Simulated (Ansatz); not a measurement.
Results of the Gaussian-basis code of Ansatz.

Basis-set series for `[NH2][SnH]([Cl])[Cl]`. The species carries charge 0 and has multiplicity 1. Sn takes the def2 core potential. The structure was optimised at the PBE0-D4/def2-TZVP level. It is one conformer, not always the lowest.

| functional | basis | functions | energy (Eh) | HOMO (eV) | LUMO (eV) |
| --- | --- | --- | --- | --- | --- |
| PBE0-D4 | def2-SVP | 91 | -1190.64708 | -7.88 | -1.09 |
| PBE0-D4 | def2-QZVPP | 369 | -1191.08435 | -8.15 | -1.43 |
| ωB97M-V | def2-SVP | 91 | -1190.88665 | -10.19 | 1.05 |
| ωB97M-V | def2-QZVPP | 369 | -1191.32221 | -10.50 | 0.46 |

Problem. Give the rows for def2-TZVPP. (Estimate.)

Solution. The calculation gave: 
```csv
functional,basis,functions,energy (Eh),HOMO (eV),LUMO (eV)
PBE0-D4,def2-TZVPP,207,-1191.05103,-8.11,-1.35
ωB97M-V,def2-TZVPP,207,-1191.29025,-10.45,0.64
```

Positive LUMOs are unbound and depend on the basis.
